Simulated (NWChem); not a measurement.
## Ionisation of C4H5O2

```
C
O 1 1.3246
H 2 0.9889 1 108.54
C 1 1.3769 2 122.60 3 0.00
H 4 1.0889 1 120.49 2 180.00
C 4 1.4369 5 120.26 1 180.00
O 6 1.2091 4 127.90 5 180.00
C 1 1.4958 2 113.45 3 180.00
H 8 1.0969 1 111.71 2 180.00
H 8 1.1023 9 109.44 1 121.57
H 8 1.1023 9 109.44 10 116.86
```
Charge 0, spin multiplicity 2.

Everything below was run with NWChem. The geometry was optimised at UB3LYP/def2-SVP, a minimum by its harmonic frequencies. It is one conformer; others weren't searched.

Basis set: def2-SVP. The species with one electron less has spin multiplicity 1 and keeps the geometry of the parent. Δ marks differences of total energies (open shells unrestricted). −ε marks an orbital energy of the parent. That orbital need not have the symmetry of the hole or added electron in the Δ rows. That singlet is a closed-shell solution.

B3LYP has NWChem's definition, with VWN1-RPA local correlation. The structure started from a generated list of species. The unpaired electrons of the parent sit in orbitals of symmetry a' (Cs labels of the run); other states weren't searched. The stability of the SCF solutions was not checked. Open-shell Hartree-Fock references start from PBE0 orbitals.

**Question.** One of these methods gave a first vertical ionisation energy of 5.43 eV. Which?
A) −ε(alpha HOMO) of HF
B) ΔB3LYP
C) −ε(alpha HOMO) of PBE
D) −ε(alpha HOMO) of B3LYP

**Answer.** D, −ε(alpha HOMO) of B3LYP. The others give 4.07 (−ε(alpha HOMO) of PBE), 10.06 (−ε(alpha HOMO) of HF), 8.13 (ΔB3LYP).
